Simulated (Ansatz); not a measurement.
Consider the formal exchange of groups at the Se–Sb bond: `F[SiH2][SbH][SeH]` + `N[SiH2][AlH2]` → `N[SiH2][AlH][SeH]` + `F[SiH2][SbH2]`.

Gas-phase electronic energies from Ansatz, PBE0-D4/def2-TZVP geometries. CCSD(T)/CBS adds triple-zeta CCSD(T) − MP2 to the extrapolated MP2 energy (def2 sets, frozen cores). DFT in def2-TZVPP. Elements past krypton have def2 core potentials. For Sb, Se outer-core shells are correlated without core-valence functions, which leaves a few kJ/mol of doubt a bond. Scalar relativity is left out up to krypton. Each species was taken in one conformer, which may not be the lowest.

```csv
level,ΔE (kJ/mol)
ωB97M-V,-68.4
MP2/CBS(def2),-62.9
```

(1) What does CCSD(T)/CBS give? (An estimate is asked.)

Largest T1 diagnostic among the species: 0.013.

Answers

(1) Ansatz gave: -65.6 kJ/mol. The listed levels differ from it by -2.8, 2.7 kJ/mol.

In def2-TZVPP, CCSD(T) changes the Hartree–Fock value by −8.0 kJ/mol (the triples alone add −0.5 kJ/mol) and MP2 by −5.3 kJ/mol.

CCSD(T)/CBS has its own doubt, a few kJ/mol and more with outer-core shells, so smaller differences from it don't rank the levels.
